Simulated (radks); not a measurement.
Values are calculated unless marked as measured or tabulated.
The manganese ion Mn23+, [He]. Level of theory: non-relativistic Kohn-Sham, LDA (Slater exchange, Perdew-Wang correlation), spin-polarised, spherical densities, point nucleus (a radial shooting solver on a logarithmic mesh with Libxc functionals). Every spin shell is full or empty, so the densities are truly spherical. Functionals are evaluated on that one density, not self-consistently. Rank these exchange functionals by their error against the exact value of the orbitals, and give that value: LDA, B88, PBEsol, RPBE, OPTX, SOGGA, G96, EV93, SCAN, r2SCAN, MVS.

Answer. Exact: -15.3686 hartree. From best to worst, with 100 (|E| - |E exact|)/|E exact| (equal figures are ties): SCAN +0.03, r2SCAN +0.03, MVS +0.04, RPBE -0.35, G96 -0.36, OPTX -0.57, B88 -0.82, EV93 +3.77, PBEsol -6.29, SOGGA -6.51, LDA -14.20.
